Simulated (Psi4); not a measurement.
H$_{3}$AlBrN, singlet, geometry from GFN2-xTB (such geometries of metal compounds can be far from the true shape).

Here is a job for Psi4.
```
memory 2 GB

molecule {
0 1
  Al   -0.28377163   -1.17553513   -0.02428722
  H    -1.25956951   -1.85424425   -0.97036887
  Br   -0.02854355    1.04198164   -0.29997487
  N     0.59572225   -2.07867747    1.21690110
  H     1.26200993   -1.70783130    1.88664105
  H     0.51555943   -3.07458287    1.38027445
}

set basis def2-sv(p)

energy('pbe0')
print_variables()
```

### Question
What does this run give for the number of basis functions, nuclear repulsion energy, dipole moment, total energy?

### Answer

The number of basis functions comes out as 70, the nuclear repulsion energy is 205.1342 Eh and the dipole moment is 2.56 D. The total energy is -2872.3188 Eh.
